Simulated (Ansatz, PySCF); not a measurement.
HgI, doublet, at a GFN2-xTB geometry (such geometries of metal compounds can be far from the true shape) (the spin is typed, not shown lowest) (core potentials on Hg, I), atoms displaced at random by about 0.03 Å a coordinate. Base run: PySCF with R2SCAN/def2-SVP, gradient.

The PySCF input:
```python
from pyscf import gto, scf, dft

mol = gto.M(
    atom='''
Hg   -0.002493    0.026125   -1.147402
I    -0.068757    0.046117    1.758820
''',
    basis='def2-svp',
    ecp={'Hg': 'def2-svp', 'I': 'def2-svp'},
    charge=0,
    spin=1,
    verbose=4,
)

mf = dft.UKS(mol)
mf.xc = 'r2scan'
mf.kernel()
g = mf.nuc_grad_method()
grad = g.kernel()
```

Programs used: Ansatz (a first-principles code), PySCF; a row that names a program was run with it.

The coordinate followed is y of atom 2.

Each row names what was changed in the base input (with any setting that the change needs).

```csv
change,dE/dx (Eh/bohr),net force (Eh/bohr)
base,0.000048,0.000061
grids.level = 1; grid_response = on,0.000016,0.000000
grids.level = 5; grid_response = on,0.000036,0.000000
conv_tol = 1e-6,0.000048,0.000061
finite difference step (bohr) = 1e-5; conv_tol = 1e-11,0.000033,-
finite difference step (bohr) = 1e-3; conv_tol = 1e-11,0.000034,-
conv_tol = 1e-11,0.000048,0.000061
finite difference step (bohr) = 0.05; conv_tol = 1e-11,0.000034,-
code = ansatz,0.000034,0.000000
grids.level = 0; grid_response = on,-0.000151,0.000000
conv_tol = 1e-4,0.000047,0.000061
grids.level = 1; grid_response = off,-0.000038,0.000493
```

The net force is zero for an exact gradient.

Open shells are given as the SCF converged; they aren't shown to be the lowest states, and a large step between rows can be another state.
